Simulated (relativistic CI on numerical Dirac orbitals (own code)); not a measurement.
# Hg LXV: sensitivity of the levels to the model

Base calculation: Dirac-Coulomb-Breit CI, separate exchange-only KLI orbitals for each configuration, a model potential for QED, unscaled Slater integrals.

CI space (outside the closed core [Ne]): 3s²3p⁴, 3s²3p³3d, 3s3p⁵, 3p⁶, 3s3p⁴3d, 3s3p³3d², 3p⁵3d, 3s²3p²3d4p, 3s²3p³4s, 3s3p³3d4s, 3p⁵4s, 3p⁵4p, 3s²3p²3d², 3s²3p3d³, 3s3p²3d³, 3s²3p3d²4s, 3p⁴3d², 3p³3d³, 3p³3d²4s, 3s²3p²3d4s, 3s3p²3d²4s, 3s²3p3d4s². Double excitations out of closed p, d and f shells are left out; levels of such configurations are missing from the list, as are those of other unlisted configurations, and high levels can miss mixing partners.

Variants: (1) only the first 3 configurations. Shifts of the energy above 3s²3p⁴ ³P2, in eV, for the lowest level and the first level of each name with at least 55 % of one term (blank where a level changes its place among those of its configuration and J or its character, or is not in the variant):

```
        Level     Base   Δ(1)
   3s²3p⁴ ³P2     0.00   0.00
   3s²3p⁴ ¹S0    22.13  +1.31
3s²3p³3d ³P°0   269.50  -1.83
   3s²3p⁴ ³P1   508.04  +1.62
   3s²3p⁴ ¹D2   518.47  +2.08
3s²3p²3d² ³P0   559.30       
   3s3p⁵ ³P°2   716.37  -0.47
3s²3p³3d ³G°5   889.29  -1.72
  3s3p⁴3d ³P0  1003.17       
   3s²3p⁴ ³P0  1035.34  +5.15
```

At this charge energies of transitions that change n are usually good to better than 1 %, and those within a shell (Δn = 0) to a few per cent.

Ionisation energy from the two ground configurations alone: base 7210.38 eV. The NIST ASD value (theoretical) is 7211 eV.

LS names give the leading component of a level, which can be under half, so a name can repeat, a term be missing and a line seem to break the LS rules.
